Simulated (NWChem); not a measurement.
# WSOF2; SMILES [O]=[W]([F])(=[S])[F]

All runs: NWChem. Coordinates come from a PBE0/def2-SVP optimisation. def2 effective core potentials on W; no spin-orbit coupling. Level r2SCAN/def2-SVP: energy and gradient on several grids; changes count from the extra-fine grid, which is no exact limit either.

Task: Which is the coarsest grid (xcoarse; medium; fine; coarse; xfine) from which on the energy stays within 100 μHa and each gradient component within 200 μHa/bohr of xfine?

Result: fine.
| grid | size of the energy change (μHa) | largest change of a gradient component (μHa/bohr) |
|---|---|---|
| xcoarse | 9000 | 10000 |
| coarse | 50 | 800 |
| medium | 300 | 200 |
| fine | 30 | 50 |
| xfine | < 10 | < 30 |
